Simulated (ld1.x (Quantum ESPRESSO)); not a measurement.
Cutoff test, Ti, ultrasoft

```
Element                 : Ti (Z = 22)
Generator               : ld1.x (Quantum ESPRESSO) 7.5
Type                    : ultrasoft
Functional              : BP86
Relativity              : scalar-relativistic
Frozen core             : [Ne] 3s2
Valence charge          : 10
Reference configuration : 3p6 3d2 4s2 4p0
Partial waves           : 4s (bound): rcut 2.40, rcutus 3.00 bohr; 4s channel at 1.25 Ry: rcut 2.40, rcutus 3.00 bohr; 3p (bound): rcut 1.50, rcutus 1.55 bohr; 4p (bound, empty): rcut 1.50, rcutus 1.55 bohr; 3d (bound): rcut 1.75, rcutus 2.25 bohr; 3d channel at 4 Ry: rcut 1.75, rcutus 2.25 bohr
Local potential         : all-electron potential smoothed inside 2.15 bohr (lloc = -1)
Core correction         : Bessel-smoothed model core inside 0.90 bohr
Augmentation charge     : PSQ, radius 1.50 bohr
```

The pseudo-atom Hamiltonian at the reference potential is diagonalised in spherical Bessel functions j_l(qr) that vanish at 20 bohr, with q² up to the cutoff. All-electron valence levels (Ry): 4s -0.3386, 3p -2.8621, 4p -0.1143, 3d -0.3224.

Task: How do the lowest levels (Ry) of each channel move with the cutoff, and are there ghosts?

Result:

```
cutoff (Ry)     s #1     p #1     p #2     d #1    d #2    f #1  Σ f·Δε (mRy)
          8  -0.3385  -2.0865  -0.0665  -0.0605  0.0588  0.0979        5177.9
         10  -0.3385  -2.3547  -0.0780  -0.0842  0.0572  0.0979        3521.0
         15  -0.3386  -2.7222  -0.0962  -0.2758  0.0488  0.0979         932.7
         21  -0.3386  -2.8232  -0.1039  -0.3219  0.0464  0.0979         235.0
         25  -0.3386  -2.8503  -0.1077  -0.3219  0.0463  0.0979          72.2
         30  -0.3386  -2.8595  -0.1106  -0.3222  0.0463  0.0979          16.2
         40  -0.3386  -2.8616  -0.1135  -0.3224  0.0463  0.0979           3.6
         50  -0.3386  -2.8618  -0.1143  -0.3224  0.0463  0.0979           2.1
         55  -0.3386  -2.8620  -0.1143  -0.3224  0.0463  0.0979           1.2
         60  -0.3386  -2.8620  -0.1143  -0.3224  0.0463  0.0979           0.6
         80  -0.3386  -2.8621  -0.1143  -0.3224  0.0463  0.0979           0.3
        400  -0.3386  -2.8621  -0.1143  -0.3224  0.0463  0.0979           0.0
```

Result: no extra level below or beside the all-electron valence levels (s, p, d, f tested); 10 mRy is reached at 35 Ry and 1 mRy at 60 Ry.
